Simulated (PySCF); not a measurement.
# Radial density of Ar²⁺ (argon, charge +2)

UHF, [Ne] 3s1 3p5, high-spin 3P determinant (an excited configuration). Calculation: PySCF 2.14, in aug-cc-pV(D+d)Z (5s4p3d, 32 functions); the non-relativistic Hamiltonian (point nucleus).

```
r (bohr)  4πr²ρ (e/bohr)  4πr²(ρα − ρβ)
 0.00119         0.06481         0.0003
 0.00200          0.1786         0.0008
 0.00336          0.4801         0.0021
 0.00565           1.252         0.0055
 0.00950           3.083         0.0134
  0.0160           6.920         0.0296
  0.0269           13.26         0.0549
  0.0452           19.67         0.0751
  0.0760           19.76         0.0689
   0.128           14.76         0.1243
   0.215           18.32         0.3754
   0.362           19.20         0.2462
   0.609           6.572         0.1709
    1.02           4.689         1.7209
    1.72           3.171         0.9915
    2.90          0.2905         0.0310
    4.87        0.001861        -0.0004
    8.19       3.958e-05         0.0000
```
